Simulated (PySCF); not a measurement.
How methods differ on the fine-structure interval of Rb²⁰⁺

Rb²⁰⁺ [Ne] 3s2 3p5 [3p1/2^2 3p3/2^3, M_J = 3/2] → Rb²⁰⁺ [Ne] 3s2 3p5 [3p1/2^1 3p3/2^4, M_J = 1/2], as a difference of total energies. Computed with PySCF 2.14 in an even-tempered Gaussian basis (19 s from 2.3 bohr⁻², ratio 2.4; 14 p from 2.9 bohr⁻², ratio 2.4; 5 d from 14 bohr⁻², ratio 2.6; 4 f from 20 bohr⁻², ratio 2.6), with the two-component X2C-1e Hamiltonian. Correlated levels: 1s2 frozen; the 56 highest virtual spinors dropped. "Screened" scales the spin-orbit matrix elements by Boettger's factors to mimic the two-electron term; Breit and QED terms are absent.

```csv
method,fine-structure interval (cm⁻¹)
GHF (screened spin-orbit),102790
GMP2 (screened spin-orbit),104060
GHF (bare spin-orbit),108860
```
